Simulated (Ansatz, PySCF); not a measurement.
Gas-phase reaction (SMILES): CO[Si](Br)(Br)Br [tribromo(methoxy)silane] + [H][H] (H2) -> Br[SiH](Br)Br [tribromosilane] + CO (CH4O); hydrogen cleaves one Si-O bond, a model of a ligand-exchange step.

Each molecule is optimised on its own at B3LYP-D3(BJ)/def2-TZVP (Ansatz, a first-principles code), one conformer each, not searched for the lowest. Correlated levels leave the core frozen unless marked. No spin-orbit coupling. The frozen core is the preceding noble-gas configuration, with the filled d and f shells of earlier blocks. Non-relativistic. CBS(X,Y): correlation extrapolated as X^-3; Hartree-Fock from the larger set. Thermal terms are rigid-rotor harmonic-oscillator values from B3LYP-D3(BJ) frequencies (Ansatz or PySCF) at 298.15 K and 1 atm. 1 Eh = 627.5095 kcal/mol.

```csv
species,"E, CCSD(T)/CBS(def2-TZVPP,def2-QZVPP) (Ansatz) (Eh)","E, PBE0-D4/def2-TZVPD (Ansatz + dftd4) (Eh)",H - E (Eh)
CO[Si](Br)(Br)Br,-8122.33817,-8126.21602,0.05684
[H][H] (H2),-1.17455,-1.16831,0.01336
Br[SiH](Br)Br,-8007.86598,-8011.71141,0.01941
CO (CH4O),-115.61116,-115.64059,0.05533
```

Task: Work out ΔE and ΔH at 298.15 K at the first level, then ΔH at the second.

Result: 
1. ΔE = [(-8007.86598) + (-115.61116)] - [(-8122.33817) + (-1.17455)] = 0.03558 Eh = 22.3 kcal/mol at CCSD(T)/CBS(def2-TZVPP,def2-QZVPP).
2. The terms H - E add up to 0.00454 Eh, so ΔH = (0.03558 + (0.00454))×627.5095 = 25.2 kcal/mol.
3. At PBE0-D4/def2-TZVPD the same steps give ΔE = 20.3 and ΔH = 23.1 kcal/mol, a shift of -2.1 from the first level.
4. These values are not checked against measurement here, since the tables used lack a sound gas-phase enthalpy of formation for at least one species.
